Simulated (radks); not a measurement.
Spherical jellium clusters: N electrons in a uniform positive sphere of charge N and radius rs N^(1/3), rs = 4.47 bohr. Calculated with a radial shooting solver with Libxc functionals: non-relativistic Kohn-Sham, PBEsol, spin-polarised, spherical densities. Levels are named by radial order and angular momentum (1s, 1p, 1d, 2s, ...), and open shells are averaged over m.

N = 2, configuration 1s2. This is the lowest configuration that the search found. Occupied and some empty levels:

level,occupation,eigenvalue (eV),<r> (bohr)
1s,2,-2.9042,4.475
1p,0,-1.1910,6.334

Energy (eV): total -3.35640, kinetic 2.6140, external -22.405, Hartree 10.975, exchange-correlation -6.1360, background 11.596.
